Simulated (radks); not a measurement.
Radial electron density D(r) = 4 pi r^2 rho(r) of an atom or ion with 4 electrons. Method: scalar-relativistic Kohn-Sham, PBE, spin-polarised, spherical densities, point nucleus; computed with a radial shooting solver on a logarithmic mesh with Libxc functionals.

r (bohr),D(r) (e/bohr),spin D(r)
0.02484,1.136,0.0462
0.03108,1.628,0.0660
0.0392,2.310,0.0931
0.04904,3.150,0.126
0.06135,4.151,0.163
0.07676,5.244,0.201
0.0968,6.319,0.233
0.1211,7.077,0.243
0.1515,7.306,0.223
0.1895,6.820,0.169
0.2371,5.629,0.101
0.2991,3.961,0.0684
0.3741,2.441,0.147
0.4681,1.457,0.384
0.5856,1.121,0.745
0.7385,1.161,1.07
0.9239,1.132,1.12
1.156,0.8551,0.854
1.446,0.5298,0.530
1.809,0.4140,0.414
2.282,0.4804,0.480
2.854,0.4449,0.445
3.571,0.2471,0.247
4.468,0.07770,0.0777
5.634,0.01147,0.0115
7.049,0.0007613,0.000761

What is the nuclear charge?

Answer. Z = 7. The innermost maximum, from 1s, lies near gamma/Z bohr with gamma = sqrt(1 - (Z/c)^2) = 0.999, here 0.143 bohr (found: 0.147), and its height grows with Z. The density is that of the nitrogen ion N3+ in [He] 2s1 3p1; the configuration itself is not fixed sharply by these data. D(r) has 3 maxima, at r = 0.147, 0.813, 2.47 bohr, and minima at 0.614, 1.79 bohr, inside which lie 2.13, 3.08 electrons.
